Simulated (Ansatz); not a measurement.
The group X on ethynyl-X is varied. Isolated molecules, 0 K electronic values unless said otherwise. One relaxed conformer stands for each flexible species; it need not be the lowest. Strings in code marks are SMILES.

Quantity: vertical ionisation energy (energy after one electron is removed minus that of the parent at the parent's geometry), in eV.

Case: `C#CCF`. Geometry of `C(C#C)F` (neutral, multiplicity 1, Å):

```xyz
7

C      1.5029    -0.6171     0.6177
C      0.4453    -0.2007     0.2374
C     -0.8469     0.2882    -0.2134
F     -0.7084     1.4312    -1.0008
H      2.4427    -0.9829     0.9527
H     -1.3565    -0.4677    -0.8155
H     -1.4790     0.5490     0.6387
```

### Question
Give the vertical ionisation energy (energy after one electron is removed minus that of the parent at the parent's geometry) at the level frozen-core MP2/cc-pVTZ // B3LYP-D3(BJ)/def2-TZVP (Ansatz, a quantum-chemistry and plane-wave program).

### Answer
11.26 eV.
